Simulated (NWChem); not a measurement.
System meant: SnNH3O, singlet; SMILES [NH2][Sn][OH]

NWChem input:

```
start job
memory heap 200 mb stack 900 mb global 1100 mb
geometry units angstroms noautoz
  Sn    -0.377638     0.022619     0.000000
  O      0.942646     1.529759     0.000000
  H      1.870809     1.268166     0.000000
  N      1.006076    -1.475020     0.000000
  H      2.016156    -1.361649     0.000000
  H      0.760739    -2.460560     0.000000
end
basis spherical
  * library def2-svp
end
ecp
  Sn library def2-ecp
end
dft
  xc xpbe96 cpbe96
  iterations 4
  mulliken
end
task dft energy
```

End of the output:

```
    Atom       Charge   Shell Charges
 -----------   ------   -------------------------------------------------------
    1 Sn  22    21.64   1.19  0.79  1.01  0.71  3.01  2.83  1.13  0.70  9.44  0.84
    2 O    8     8.27   1.97  0.91  0.64  2.66  2.07  0.01
    3 H    1     0.94   0.56  0.19  0.18
    4 N    7     7.25   1.97  0.74  0.46  2.22  1.84  0.02
    5 H    1     0.95   0.60  0.23  0.13
    6 H    1     0.95   0.60  0.22  0.13

 center of mass
 --------------
 x =  -0.14230294 y =   0.03937539 z =   0.00000000

 moments of inertia (a.u.)
 ------------------
         276.641545792433          -0.000000000000           0.000000000000
          -0.000000000000         187.954490064563           0.000000000000
           0.000000000000           0.000000000000         464.596035856997

     Multipole analysis of the density
     ---------------------------------

     L   x y z        total         alpha         beta         nuclear
     -   - - -        -----         -----         ----         -------
     0   0 0 0      0.000000    -20.000000    -20.000000     40.000000

     1   1 0 0      0.411470     -9.905336     -9.905336     20.222143
     1   0 1 0     -0.803738      0.294747      0.294747     -1.393233
     1   0 0 1     -0.000000     -0.000000     -0.000000      0.000000

     2   2 0 0    -23.845006    -57.097968    -57.097968     90.350929
     2   1 1 0     -0.841975      1.081952      1.081952     -3.005880
     2   1 0 1     -0.000000     -0.000000     -0.000000      0.000000
     2   0 2 0    -27.792722    -91.649223    -91.649223    155.505725
     2   0 1 1     -0.000000     -0.000000     -0.000000      0.000000
     2   0 0 2    -26.921351    -13.460675    -13.460675      0.000000

 ------------------------------------------------------------------------
 dft energy failed                                                                                  0
 ------------------------------------------------------------------------
 ------------------------------------------------------------------------
  current input line :
    22: task dft energy
 ------------------------------------------------------------------------
 ------------------------------------------------------------------------
 This type of error is most commonly associated with calculations not reaching convergence criteria
 ------------------------------------------------------------------------
 For more information see the NWChem manual at https://nwchemgit.github.io

0:dft energy failed:Received an Error in Communication
```

Can this run be used? If not, why, and what is the fix?

Convergence was not reached. Cause: the SCF was allowed too few iterations. This input runs:
```
start job
memory heap 200 mb stack 900 mb global 1100 mb
geometry units angstroms noautoz
  Sn    -0.377638     0.022619     0.000000
  O      0.942646     1.529759     0.000000
  H      1.870809     1.268166     0.000000
  N      1.006076    -1.475020     0.000000
  H      2.016156    -1.361649     0.000000
  H      0.760739    -2.460560     0.000000
end
basis spherical
  * library def2-svp
end
ecp
  Sn library def2-ecp
end
dft
  xc xpbe96 cpbe96
  iterations 150
  mulliken
end
task dft energy
```
It converges to -345.86018 Ha (PBE/def2-SVP with def2 effective core potentials on Sn).
